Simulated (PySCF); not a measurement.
# Radial density of Sc⁺ (scandium, charge +1)

revPBE, [Ar] 3d1 4s1, high-spin 3D determinant. Computed with PySCF 2.14 in aug-cc-pwCVTZ-DK, with the spin-free X2C one-electron Hamiltonian (Gaussian nucleus).

```csv
r (bohr),4πr²ρ (e/bohr),4πr²(ρα − ρβ)
0.00131,0.1678,0.0001
0.00220,0.4304,0.0002
0.00370,1.081,0.0005
0.00622,2.617,0.0013
0.0105,5.950,0.0029
0.0176,12.10,0.0056
0.0296,20.29,0.0085
0.0498,24.87,0.0068
0.0838,20.57,-0.0019
0.141,19.41,0.0047
0.237,26.34,0.0454
0.399,14.85,0.1304
0.671,7.209,0.4413
1.13,8.025,0.5556
1.90,2.003,0.5147
3.19,0.4992,0.4636
5.37,0.07503,0.0750
9.03,0.0008074,0.0008
```

Densities and radii are taken from the X2C orbitals without a picture-change correction, which distorts them close to the nucleus.
